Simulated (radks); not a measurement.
Neutral beryllium inside a hard spherical wall (all orbitals vanish at R), configuration held at [He] 2s2 and not refilled when levels cross. Method: scalar-relativistic Kohn-Sham, LDA (Slater exchange, VWN5 correlation), spin-polarised, spherical densities, finite nucleus; Fermi nuclear charge, rms radius 2.519 fm; computed with a radial shooting solver on a logarithmic mesh with Libxc functionals. Eigenvalues in eV for spin up, with the zero of energy where the potential of the charges vanishes at infinity; a dash marks a level that is unbound or too diffuse for the functional's potential to be trusted. A positive occupied level is held by the wall or, in an anion where self-interaction has pushed it up, behind a barrier. The pressure on the wall is -dE/dV.

\begin{tabular}{lrrrrrrr}
R (bohr) & E (hartree) & kinetic (hartree) & e(1s) & e(2s) & e(2p, empty) & e(3s, empty) & pressure (GPa) \\ \hline
free & -14.45004 & 14.317 & -104.96 & -5.599 & -2.099 & -0.034 & 0 \\
12 & -14.45003 & 14.318 & -104.95 & -5.598 & -2.093 & 0.688 & 0.000236 \\
8 & -14.44837 & 14.332 & -104.79 & -5.490 & -1.896 & 3.224 & 0.0742 \\
6 & -14.43181 & 14.426 & -103.85 & -4.841 & -1.000 & 8.815 & 1.40 \\
5 & -14.39093 & 14.602 & -102.39 & -3.677 & 0.415 & 15.892 & 6.52 \\
3.5 & -14.08916 & 15.536 & -96.642 & 2.624 & 6.920 & 45.497 & 86.9 \\
2.5 & -13.06200 & 17.997 & -86.669 & 20.279 & 21.792 & 111.87 & 763 \\
1.5 & -6.85766 & 29.778 & -58.380 & 115.32 & 84.136 & 391.00 & 16000 \\
\end{tabular}
